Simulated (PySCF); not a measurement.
Species: VF2Cl2 (doublet state).
Bonds: V1–F2, V1–F3, V1–Cl4, V1–Cl5.

Computed by this run: PBE0-D3(BJ)/def2-SVP geometry optimisation, gas phase (PySCF); unrestricted, density fitting, grid level 1; the optimiser is geomeTRIC in internal coordinates, started from a GFN2-xTB structure with every atom displaced at random (about 0.03 Å).

Step 2: E = -56137.3952 eV
```
atom  x, y, z in Å  |  force x, y, z in eV/Å
V1      0.2673   -0.1023    0.1919   -1.725   0.820  -0.746
F2     -0.1993    0.0769    1.8087    0.586  -0.400   0.499
F3      1.6137   -0.0472   -0.8008    1.174  -0.070   0.165
Cl4    -0.7699    1.6376   -0.5391    0.063  -0.078  -0.095
Cl5    -0.8369   -1.6755   -0.7227   -0.098  -0.271   0.177
```

Step 3: E = -56137.6499 eV
```
atom  x, y, z in Å  |  force x, y, z in eV/Å
V1      0.1793    0.0083    0.1530    0.344  -0.467  -0.565
F2     -0.0577   -0.0519    1.8396    0.115   0.085  -0.380
F3      1.6726   -0.1017   -0.6832   -0.521   0.247   0.643
Cl4    -0.8593    1.6876   -0.6586    0.071   0.057   0.099
Cl5    -0.8601   -1.6527   -0.7129   -0.009   0.078   0.203
```

Problem. Estimate the geometry and energy of step 4. (The exact step hangs on the optimiser's Hessian estimate; all steps are aligned on step 3, rigid shifts and turns removed.)

Solution. E = -56137.6923 eV, largest force 0.540 eV/Å
```
atom  x, y, z in Å  |  force x, y, z in eV/Å
V1      0.1744    0.0003    0.1194    0.225  -0.317  -0.253
F2     -0.0558   -0.0648    1.8006    0.084   0.102  -0.190
F3      1.6924   -0.0760   -0.6565   -0.376   0.134   0.363
Cl4    -0.8529    1.7074   -0.6469    0.051   0.037   0.037
Cl5    -0.8832   -1.6774   -0.6787    0.016   0.044   0.043
```

The energy changes by -0.0424 eV. The first-order estimate −F·Δx gives -0.0562 eV and the mean of the old and new forces, exact on a quadratic surface, -0.0398 eV. The step makes an angle of 60° with the force vector and moves no atom by more than 0.048 Å.

What follows is the cost of the whole optimisation. The run took 1.7 min of wall time on an Intel Xeon Platinum 8488C with one thread (shared host), and the process peaked at 0.43 GiB of memory.
